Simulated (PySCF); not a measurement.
**Two-component Hartree-Fock for Ca (calcium, neutral)**

Start: [Ar] 4s2. Calculated with PySCF 2.14 in x2c-SVPall-2c with one added diffuse shell of s type (6s5p2d, 31 functions): generalised Hartree-Fock with the X2C-1e Hamiltonian and a Gaussian nucleus; one run each with spin-orbit coupling (SO) switched off, then screened by Boettger's factors. This is a chosen level, not necessarily the ground level.

| spinor shell | electrons | ε, spin-free (eV) | ε, screened SO (eV) | weight of nominal j (screened SO) | rms radius, screened SO (bohr) |
| --- | --- | --- | --- | --- | --- |
| 1s1/2 | 2 | -4083.4 | -4083.4 | 1.000 | 0.0889 |
| 2s1/2 | 2 | -461.46 | -461.46 | 1.000 | 0.393 |
| 2p1/2 | 2 | -371.14 | -373.71 | 1.000 | 0.361 |
| 2p3/2 | 4 | -371.14 | -369.86 | 1.000 | 0.363 |
| 3s1/2 | 2 | -61.553 | -61.553 | 1.000 | 1.24 |
| 3p1/2 | 2 | -36.464 | -36.744 | 1.000 | 1.38 |
| 3p3/2 | 4 | -36.464 | -36.324 | 1.000 | 1.38 |
| 4s1/2 | 2 | -5.331 | -5.331 | 1.000 | 4.52 |

| quantity | spin-free | screened SO |
| --- | --- | --- |
| E (hartree) | -679.53394 | -679.53644 |
| M_J | 0 | 0 |
| ⟨J²⟩ | 0.000 | 0.000 |
| ⟨L²⟩ | 0.000 | 0.000 |
| ⟨S²⟩ | 0.000 | 0.000 |

Without spin-orbit coupling the j labels of p, d and f shells carry no meaning; the spin-free column gives the mean over the occupied spinors of each nl shell.
